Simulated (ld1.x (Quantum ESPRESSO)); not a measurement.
What one change does to a pseudopotential (N (Z = 7), RRKJ)

- Element: nitrogen
- Generator: ld1.x (Quantum ESPRESSO) 7.5
- Type: norm-conserving RRKJ (Kleinman–Bylander form)
- Functional: LDA (PZ)
- Relativity: non-relativistic
- Frozen core: [He]
- Valence charge: 5
- Reference configuration: 2s2 2p2 (charge +1)
- Partial waves: 2p (bound): rc 2.10 bohr; 2s (bound): rc 0.65 bohr
- Local potential: the s channel
- Core correction: a·sin(br)/r model core, default radius (core density twice the valence density)

All-electron outer shells of the reference configuration (LDA (PZ), non-relativistic, ld1.x):

```
shell  level (eV)  outermost node (bohr)  outermost maximum (bohr)
   2s      -32.22                   0.32                      0.99
   2p      -20.82                      –                      0.91
```

Change: all radii but the core radius scaled by about 0.92 (s 0.60, p 1.92 bohr).

Cutoffs: the cutoffs (Ry, on a coarse ladder) from which the occupation-weighted sum of valence levels, in a spherical-Bessel basis at the reference potential, stays within 10 and 1 mRy of its value at 400 Ry; they do not see the model core or the augmentation charge, which bear on the density cutoff. Errors are all-electron minus pseudo energies relative to the spin-unpolarised reference configuration.

What does the change do?

Of the 9 tests that both files solve, the error grows in 2 and shrinks in 6 by more than 15 % and 0.3 meV (median size 123.6 → 118.5 meV); neither file shows a bound ghost.

```csv
quantity,base,changed
"cutoff, loose",180 Ry,230 Ry
"cutoff, tight",over 300 Ry,over 300 Ry
loose cutoff by channel (10 mRy a level),"p 25 Ry, s 160 Ry","p 30 Ry, s 200 Ry"
bound ghosts,none,none
"error for 2s2 2p3, meV [ΔE -13.74 eV]",+81,+50
"error for 2s2 2p1, meV [ΔE 28.97 eV]",+296,+202
"error for 2s2 2p0, meV [ΔE 76.14 eV]",+1812,+1287
"error for 2s1 2p3, meV [ΔE 11.42 eV]",+6.9,+16
"error for 2s1 2p0, meV [ΔE 153.57 eV]",+3135,+2225
"error for 2s0 2p5, meV [ΔE 8.66 eV]",+399,+298
"error for 2s2 2p2.5, meV [ΔE -8.57 eV]",+30,+19
"error for 2s2 2p2 (spin-polarised), meV [ΔE -1.69 eV]",-12,+17
"error for 2s2 2p3 (spin-polarised), meV [ΔE -16.63 eV]",+124,+119
```
